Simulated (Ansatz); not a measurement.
trans-NiH2(PH3)2 (NiP2H8). Charge 0, multiplicity 1. Geometry relaxed at PBE-D4/def2-SVP.

Cartesian coordinates in Å:
```
Ni -0.0154 -0.0889 -0.1440
H -0.1654 -0.8819 -1.4190
P 0.6833 -1.7213 0.9599
H -0.0311 -2.0846 2.1508
H 1.9747 -1.6072 1.5766
H 0.8589 -3.0579 0.4620
H 0.1370 0.7134 1.1453
P -0.6888 1.6943 -1.0028
H 0.1741 2.8399 -0.9422
H -1.8357 2.3270 -0.4151
H -1.0917 1.8672 -2.3714
```

(1) Estimate the harmonic wavenumbers at RKS PBE-D4/def2-SVP (Ansatz, unscaled). Is this a minimum?

Results:

(1) 69, 88, 101, 135, 354, 406, 456, 459, 530, 594, 649, 727, 729, 987, 1007, 1075, 1079, 1090, 1093, 1682, 1864, 2324, 2326, 2338, 2341, 2342, 2345 cm⁻¹. Yes, no mode is imaginary beyond noise. Zero-point energy 174.6 kJ/mol. It took 49 s on 2 threads of Intel Xeon 6975P-C on a shared host.
